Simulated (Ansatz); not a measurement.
`O[Si](Cl)(Cl)Cl` + H₂ → `Cl[SiH](Cl)Cl` + H₂O at 400 K and 1 bar (hydrogenolysis of the Si–O bond).

Gas-phase electronic energies from Ansatz, PBE0-D4/def2-TZVP geometries. CBS: MP2 limit from def2 TZ/QZ plus the TZ coupled-cluster correction, frozen cores. This one scheme is used for every species. Each species was taken in one conformer, which may not be the lowest.

```tsv
species	CCSD(T)/CBS energy (Eh)	H − E (kJ/mol)	S (J/(mol·K))
`O[Si](Cl)(Cl)Cl`	-1744.40331	82.5	382.0
H₂	-1.17544	38.0	139.0
`Cl[SiH](Cl)Cl`	-1669.16736	61.5	337.8
H₂O	-76.37941	69.8	198.6
```

H − E and S are ideal-gas, rigid-rotor, harmonic terms from PBE0-D4/def2-TZVP, for one conformer and one mirror image of each species. The MP2-based limit puts H₂ 0.8 mEh under its directly extrapolated value; such offsets cancel only in part. 1 Eh = 2625.50 kJ/mol, R = 8.31446 J/(mol·K).

Problem. By hand: ΔE, ΔH, ΔS and ΔG.

Solution. ΔE = (-1669.16736) + (-76.37941) − (-1744.40331) − (-1.17544) = 0.03198 Eh = 84.0 kJ/mol. Δ(H − E) = 61.5 + 69.8 − 82.5 − 38.0 = 10.8, so ΔH = 94.8 kJ/mol. ΔS = 337.8 + 198.6 − 382.0 − 139.0 = 15.4 J/(mol·K). ΔG = 94.8 − 400 × (15.4)/1000 = 88.6 kJ/mol.

Problem. By hand: the equilibrium constant, and the temperature at which ΔG would vanish if ΔH and ΔS stayed fixed.

Solution. log₁₀ K = −ΔG/(RT ln 10) = -11.6. ΔG = 0 at ΔH/ΔS = 6156 K, far beyond where these terms or the molecules hold.

ΔH outweighs TΔS. A doubt of 5 kJ/mol in ΔE shifts log₁₀ K by 0.7 here. Other conformers and mirror images would add mixing entropy, several J/(mol·K) or more a flexible species. These are equilibria of isolated gas molecules and say nothing of rates. Largest T1 diagnostic: 0.009 (customary marks: 0.02 for closed shells, 0.045 for open ones).
